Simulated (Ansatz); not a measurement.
Cost and result for the atomization energy of CH$_{6}$GeO$_{2}$Si, SMILES `[OH][GeH]1[CH2][SiH2][O]1` (11 atoms, 11 bonds).

Cartesian coordinates in Å:
```
O -0.4882 -1.6919 -1.7759
Ge -0.2647 -0.0482 -1.1713
C -0.8800 0.3535 0.6554
Si 0.9649 0.5217 1.0300
O 1.4223 0.1715 -0.5307
H -0.1625 -2.3620 -1.1698
H -0.5726 0.8559 -2.3657
H -1.4072 -0.4739 1.1306
H -1.4808 1.2594 0.7371
H 1.3806 1.8843 1.4534
H 1.4882 -0.4703 2.0070
```

The species carries charge 0 and has multiplicity 1. Correlated methods include outer-core shells of Ge, which these sets cover unevenly. Scalar relativity is left out up to krypton. Geometry: relaxed with PBE0-D4/def2-TZVP. It is one conformer, not always the lowest. Program: Ansatz. All runs use 4 threads of an Intel Xeon on a shared host. Times are those of one run each, without the atoms' runs, and a repeat can differ threefold. Electronic energies, without spin–orbit coupling; frozen cores. CCSD(T)/CBS adds CCSD(T) − MP2 in def2-TZVPP to the MP2 limit, and its time is that of the two runs behind it. T1 = 0.012. With those shells the extrapolation isn't a true limit. B3LYP takes the VWN-RPA correlation (the form of Gaussian; ORCA's B3LYP/G).

CCSD(T)/CBS is a level of theory with its own doubt, some kJ/mol a heavy atom from the limit and from the frozen cores, so smaller differences don't rank the functionals.

```
                             level  functions  wall time  atomization (kcal/mol)  difference from CCSD(T)/CBS  per bond
                PBE0-D4/def2-TZVPP        267       15 s                   941.6                        -14.6      -1.3
   PBE-D4/def2-TZVPP (with forces)        267       15 s                   958.2                          2.0       0.2
r2SCAN-D4/def2-TZVPP (with forces)        267       17 s                   952.7                         -3.5      -0.3
 B3LYP-D4/def2-TZVPP (with forces)        267       24 s                   942.1                        -14.1      -1.3
                 B2PLYP/def2-TZVPP        267       27 s                   937.7                        -18.5      -1.7
                ωB97X-V/def2-TZVPP        267       28 s                   955.7                         -0.5       0.0
  ωB97M-V/def2-TZVPP (with forces)        267       43 s                   950.4                         -5.8      -0.5
                    MP2/def2-QZVPP        510       62 s                   964.6                          8.4       0.8
                CCSD(T)/def2-TZVPP        267    7.2 min                   931.0                        -25.2      -2.3
                 CCSD(T)/CBS(def2)          –    8.2 min                   956.2                          0.0       0.0
```

In def2-TZVPP, CCSD(T) changes the Hartree–Fock value by +254.1 kcal/mol (the triples alone add +15.4 kcal/mol) and MP2 by +272.7 kcal/mol; breaking electron pairs costs correlation energy, which Hartree–Fock lacks. The D4 term adds +10.0 kcal/mol with B3LYP and +5.2 kcal/mol with PBE0; it sums over pairs of atoms, weighted by their polarisabilities, and B3LYP, whose exchange is more repulsive, gets the larger term. From PBE to PBE0 (25 % exact exchange), in def2-TZVPP and without D4, the atomization energy moves by −15.7 kcal/mol: exact exchange takes away binding that semilocal exchange gives to molecules.
